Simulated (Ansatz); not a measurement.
C₃H₈AlF (`CC[CH](F)[AlH2]`), relaxed with RKS PBE0-D4/def2-TZVP in Ansatz from a PBE-D4/def2-SVP geometry. The force threshold is 0.005 eV/Å; the program also tests the step.

Charge 0, multiplicity 1.

Start:

```xyz
13

C     0.049   -0.441   -1.895
C     0.350    0.291   -0.584
C    -0.452   -0.238    0.606
F    -0.201   -1.632    0.750
Al   -0.017    0.604    2.372
H     0.684   -0.072   -2.726
H    -1.013   -0.311   -2.193
H     0.234   -1.527   -1.775
H     0.130    1.378   -0.689
H     1.439    0.217   -0.363
H    -1.540   -0.138    0.365
H    -0.744    1.961    2.825
H     1.081   -0.091    3.305
```

Task: By how much does the energy fall, and how many steps does the optimiser take? (Estimate.)

Result: Computed: 4.46 kJ/mol, in 15 steps, 2 of them rejected.

Task: Which bonds change most? (An estimate is asked.)

Result: The calculation gave: C3–H11 from 1.118 to 1.101 Å; C2–H10 from 1.114 to 1.097 Å; C2–H9 from 1.114 to 1.097 Å; C1–H7 from 1.110 to 1.094 Å.

Task: Give the relaxed structure. (An estimate is asked.)

Result: The calculation gave: 
```xyz
13

C     0.007   -0.398   -1.887
C     0.350    0.279   -0.569
C    -0.379   -0.315    0.624
F    -0.040   -1.681    0.732
Al   -0.013    0.598    2.352
H     0.567    0.041   -2.716
H    -1.059   -0.296   -2.110
H     0.240   -1.463   -1.846
H     0.096    1.345   -0.617
H     1.433    0.227   -0.401
H    -1.458   -0.294    0.406
H    -0.496    2.105    2.509
H     0.751   -0.148    3.523
```
